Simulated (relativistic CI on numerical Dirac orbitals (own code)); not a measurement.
## Ligand-field terms of d2

Computed with a parametric ligand-field model of a d^n configuration (Racah B and C, spin-orbit zeta, crystal field), exact diagonalisation.

Field parameters in Wybourne normalisation: Oh B⁴₀ = 21Dq, B⁴₄ = √(5/14) B⁴₀. The field is a parameter set, without covalency.

B = 940 cm⁻¹, C = 4820 cm⁻¹ (C/B = 5.13), Oh, no spin-orbit coupling. Tanabe-Sugano data, E/B above the lowest term (Δ = |10Dq|; b, c mark the second and third term of a kind):

```tsv
Δ/B	3T1	3T2	3A2	1T2	3T1(b)	1E	1A1
1.0	0.00	0.81	1.81	15.60	15.62	16.07	23.24
3.0	0.00	2.49	5.49	16.14	16.97	16.97	25.09
5.0	0.00	4.22	9.22	16.47	18.44	17.30	26.78
7.0	0.00	6.00	13.00	16.67	20.00	17.39	28.28
9.0	0.00	7.82	16.82	16.78	21.63	17.39	29.61
11.0	0.00	9.66	20.66	16.83	23.32	17.36	30.76
13.0	0.00	11.53	24.53	16.86	25.06	17.31	31.76
15.0	0.00	13.42	28.42	16.86	26.83	17.26	32.62
17.0	0.00	15.32	32.32	16.86	28.64	17.21	33.36
19.0	0.00	17.23	36.23	16.84	30.46	17.17	34.00
21.0	0.00	19.16	40.16	16.83	32.31	17.12	34.56
23.0	0.00	21.09	44.09	16.81	34.18	17.08	35.04
25.0	0.00	23.03	48.03	16.79	36.06	17.04	35.46
27.0	0.00	24.97	51.97	16.78	37.95	17.00	35.82
29.0	0.00	26.92	55.92	16.76	39.85	16.97	36.15
31.0	0.00	28.88	59.88	16.74	41.76	16.94	36.43
33.0	0.00	30.84	63.84	16.72	43.68	16.91	36.69
35.0	0.00	32.80	67.80	16.71	45.61	16.89	36.92
37.0	0.00	34.77	71.77	16.69	47.54	16.86	37.12
39.0	0.00	36.74	75.74	16.68	49.48	16.84	37.31
41.0	0.00	38.71	79.71	16.67	51.42	16.82	37.48
43.0	0.00	40.68	83.68	16.65	53.37	16.80	37.63
45.0	0.00	42.66	87.66	16.64	55.32	16.78	37.77
47.0	0.00	44.64	91.64	16.63	57.27	16.76	37.90
```

The ground term stays 3T1.
